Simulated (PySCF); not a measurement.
PySCF job for H₂O₄P, SMILES O=P([O])(O)O, multiplicity 2, B3LYP/pcH-1. Coordinates come from a PBE0-D3(BJ)/def2-SVP optimisation. The isomer is the one that the SMILES or the coordinates give; other isomers of the formula were not compared. Other conformers were not sampled.

```python
import numpy as np
from pyscf import gto, scf, dft
from pyscf.prop.hfc import uks as hfc
from pyscf.prop.gtensor import uks as gtensor

mol = gto.M(
    atom='''
    O    -1.11553984   -0.21132172   -1.09349724
    P    -0.08189896   -0.01921948    0.00848148
    O    -0.93547137    0.31022511    1.22401766
    O     1.02733436    1.10231978   -0.30470465
    O     0.86996396   -1.28371699    0.17188647
    H     0.65495596    1.99322452   -0.35079841
    H     1.80323174   -1.04498189    0.24195836
    ''',
    basis='pcH-1',
    charge=0,
    spin=1,
    max_memory=1600,
    verbose=3,
)
mf = dft.UKS(mol, xc='b3lyp').density_fit(auxbasis='def2-universal-jkfit')
mf.grids.level = 3
mf.conv_tol = 1e-10
mf.max_cycle = 100
mf.kernel()
fine, coarse = mf.grids, dft.Grids(mol).set(level=1).build(with_non0tab=True)
for _ in range(3):  # follow internal instabilities
    mf.grids = coarse
    mo, _, stable, _ = mf.stability(return_status=True, nroots=4)
    mf.grids = fine
    if stable:
        break
    mf.kernel(mf.make_rdm1(mo, mf.mo_occ))
A = hfc.HFC(mf).make_fcdip(mf.make_rdm1())  # Fermi contact and dipolar terms, MHz
print('atom   A(iso)/MHz   principal dipolar parts/MHz')
for i, a in enumerate(A):
    w = np.linalg.eigvalsh((a + a.T) / 2)
    print(f'{mol.atom_symbol(i):2s}{i + 1:3d} {w.mean():12.2f}', (w - w.mean()).round(2))
gt = gtensor.GTensor(mf)
gt.dia_soc2e, gt.para_soc2e, gt.so_eff_charge = None, None, True
gt.max_cycle_cphf = 60
g = gt.kernel()
```

Log of the run:

```

WARN: HOMO -0.402224530814709 >= LUMO -0.402224530814712

converged SCF energy = -643.498960794266  <S^2> = 0.75893505  2S+1 = 2.0089152
<class 'pyscf.df.df_jk.DFUKS'> wavefunction is stable in the internal stability analysis
atom   A(iso)/MHz   principal dipolar parts/MHz
O   1       -22.54 [-168.48   82.58   85.9 ]
P   2      -141.76 [-10.35   3.3    7.06]
O   3       -21.89 [-161.5    79.19   82.31]
O   4         2.85 [-6.81  3.17  3.64]
O   5         3.72 [-7.78  3.3   4.49]
H   6        -1.41 [-2.13 -1.28  3.41]
H   7        -2.41 [-2.66 -1.36  4.02]
SOC(1e)/OZ [0.00647925 0.00554581 0.01410162]
free electron g 2.00231930436182
g-tensor total [2.00859511 2.00760325 2.01617839]
g-shift (ppt) [ 6.2758098   5.2839431  13.85908861]
```

The calculation finished and met its thresholds.
